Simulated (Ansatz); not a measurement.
Wavefunction ladder for `CC(C)(C)[N]=[Nb]([CH3])([F])[Cl]`

| atom | x (Å) | y (Å) | z (Å) |
| --- | --- | --- | --- |
| C1 | -1.3374 | 0.0068 | 1.4221 |
| C2 | 0.1283 | -0.1147 | 1.0111 |
| C3 | 0.5721 | -1.5757 | 1.0414 |
| C4 | 1.0103 | 0.7289 | 1.9295 |
| N5 | 0.2687 | 0.3773 | -0.3314 |
| Nb6 | 0.4966 | 1.0476 | -1.9106 |
| C7 | -0.7520 | -0.2264 | -3.0946 |
| F8 | 2.2857 | 0.8087 | -2.4246 |
| Cl9 | -0.3706 | 3.1896 | -1.9341 |
| H10 | -1.9712 | -0.5812 | 0.7554 |
| H11 | -1.6613 | 1.0483 | 1.3772 |
| H12 | -1.4765 | -0.3576 | 2.4429 |
| H13 | 1.6148 | -1.6656 | 0.7312 |
| H14 | -0.0424 | -2.1760 | 0.3676 |
| H15 | 0.4736 | -1.9798 | 2.0518 |
| H16 | 0.7091 | 1.7775 | 1.8910 |
| H17 | 2.0568 | 0.6572 | 1.6271 |
| H18 | 0.9225 | 0.3802 | 2.9614 |
| H19 | -1.7892 | -0.1628 | -2.7522 |
| H20 | -0.4353 | -1.2706 | -3.0186 |
| H21 | -0.7024 | 0.0884 | -4.1438 |

Total charge 0; spin multiplicity 1. Correlated methods include outer-core shells of Nb, which these sets cover unevenly. Nb takes the def2 core potential. Geometry: relaxed with PBE0-D4/def2-TZVP. Frozen core, restricted reference, the Gaussian-basis code of Ansatz.

```
     basis     HF (Eh)  MP2 corr.  CCSD corr.       (T)  CCSD(T) total
  def2-SVP  -865.81978   -1.56644           ?         ?              ?
def2-TZVPP           ?          ?    -2.04515  -0.09871              ?
def2-QZVPP  -866.43328   -2.17755           –         –              –
```

Fill in the withheld values. (Estimate.)

The calculation gave: def2-SVP CCSD corr.: -1.61081; def2-SVP (T): -0.06206; def2-SVP CCSD(T) total: -867.49265; def2-TZVPP HF (Eh): -866.40010; def2-TZVPP MP2 corr.: -2.01944; def2-TZVPP CCSD(T) total: -868.54396.
